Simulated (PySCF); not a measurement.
Electron correlation in Pm³⁴⁺ (promethium, charge +34)

Starting occupation: [Ar] 3d9, 3d3/2 with m_j = -1/2, +1/2, +3/2, 3d5/2 with m_j = -5/2, -3/2, -1/2, +1/2, +3/2, +5/2. Computed with PySCF 2.14 in an even-tempered Gaussian basis (16 s from 6.2 bohr⁻², ratio 2.8; 12 p from 8.1 bohr⁻², ratio 2.8; 8 d from 8.1 bohr⁻², ratio 2.8; 3 f from 32 bohr⁻², ratio 3), with X2C-1e with screened-nucleus spin-orbit coupling, Gaussian nucleus. Frozen: [Ne]; 17 electrons correlated; the 74 highest virtual spinors left out.

MP2 pair energies summed by pair of shells (mhartree):

```csv
pair,energy,share (%)
3d3/2-3d5/2,-137.52,22.8
3d5/2-3d5/2,-128.40,21.3
3d5/2-3p3/2,-68.06,11.3
3d5/2-3p1/2,-50.53,8.4
3d3/2-3p3/2,-37.59,6.2
3d3/2-3p1/2,-27.80,4.6
3d5/2-3s1/2,-27.50,4.6
3d3/2-3d3/2,-27.10,4.5
3p1/2-3p3/2,-25.78,4.3
3p3/2-3p3/2,-24.23,4.0
3p3/2-3s1/2,-15.77,2.6
3d3/2-3s1/2,-13.91,2.3
3p1/2-3s1/2,-8.89,1.5
3p1/2-3p1/2,-6.54,1.1
3s1/2-3s1/2,-4.27,0.7
```

Total MP2 correlation energy: -603.88 mhartree.

At this charge the one-electron X2C treatment keeps the bare 1/r₁₂, with no two-electron picture change or Breit term. The effect here is smaller than on the frozen 1s shell.
